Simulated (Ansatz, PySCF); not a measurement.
B(H)(NCO)2 (C₂HBN₂O₂), SMILES O=C=NBN=C=O. Atoms are numbered in the order given.

```xyz
8

B      0.0000     0.0000    -0.9428
H     -0.0001     0.0000    -2.1464
N     -0.0206    -1.2241    -0.2213
C     -0.0410    -2.4129    -0.0229
O     -0.0606    -3.5546     0.2378
N      0.0206     1.2241    -0.2212
C      0.0410     2.4129    -0.0229
O      0.0606     3.5546     0.2378
```
Charge 0, spin multiplicity 1.

Geometry: TPSSh-D3(BJ)/def2-SVP. This is a generated structure with no PubChem entry under its InChIKey; it may be hypothetical. The values are those of a single conformer.

Two levels are set side by side: PBE-D3(BJ)/def2-SVP (Ansatz, a program for electronic structure) and TPSSh-D3(BJ)/def2-SVP (PySCF). Each level has its own optimised geometry; the coordinates shown are those of the second. Frequencies come from the Hessian of PySCF at each geometry. Differences are taken from unrounded values.

```
quantity                            TPSSh-D3(BJ)  PBE-D3(BJ)  PBE-D3(BJ) minus TPSSh-D3(BJ)
----------------------------------  ------------  ----------  -----------------------------
mean bond length (Å)                       1.257       1.263                          0.006
bond B1–N3 (Å)                             1.421       1.422                          0.001
bond B1–N6 (Å)                             1.421       1.422                          0.001
bond N3–C4 (Å)                             1.205       1.213                          0.007
bond C4–O5 (Å)                             1.171       1.179                          0.008
bond N6–C7 (Å)                             1.205       1.213                          0.007
bond C7–O8 (Å)                             1.171       1.179                          0.008
bond B1–H2 (Å)                             1.204       1.217                          0.013
highest harmonic wavenumber (cm⁻¹)          2648        2551                            -97
mean harmonic wavenumber (cm⁻¹)              982         958                            -24
zero-point energy (kcal/mol)               25.26       24.65                          -0.61
```

Exact exchange shortens and stiffens bonds; PBE has none. Differences between two approximate levels are no errors against the true value.
